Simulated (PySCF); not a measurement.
## Worked example: oscillator strength and radiative lifetime

Bi(Br)2(Me) (CH3BiBr2), SMILES [Bi]([Br])([CH3])[Br].

Geometry optimised at PBE-D3(BJ)/def2-SVP. The structure was generated by enumeration; whether it is a known compound was not checked. The def2 effective core potentials stand for the cores of Bi; spin–orbit coupling is left out.

PySCF with TDDFT-PBE/def2-SVPD puts the first singlet state with f over 0.02 at 4.02 eV (vertical), with the transition dipole (0.000, 0.000, -0.511) in atomic units.

Task: Find the oscillator strength, the wavelength and the radiative lifetime that this transition would have in vacuum if emission retraced absorption.

Result: 
|μ|² = 0.2611 au, so |μ| = 1.30 D. ΔE = 4.02/27.211 = 0.1477 hartree. f = (2/3) ΔE |μ|² = 0.026 (the program prints 0.026).
λ = 1239.84/4.02 = 308 nm; ν = 32423 cm⁻¹.
Einstein's coefficient A = 0.6670 ν² f s⁻¹ (ν in cm⁻¹) = 1.8e7 s⁻¹, so τ = 1/A = 55 ns. This state is S4; the lower singlets have f = 0.007, 0.000, 0.006. The figure is the radiative limit of this one transition; relaxation, internal conversion, crossing to triplets and a medium change what is measured.
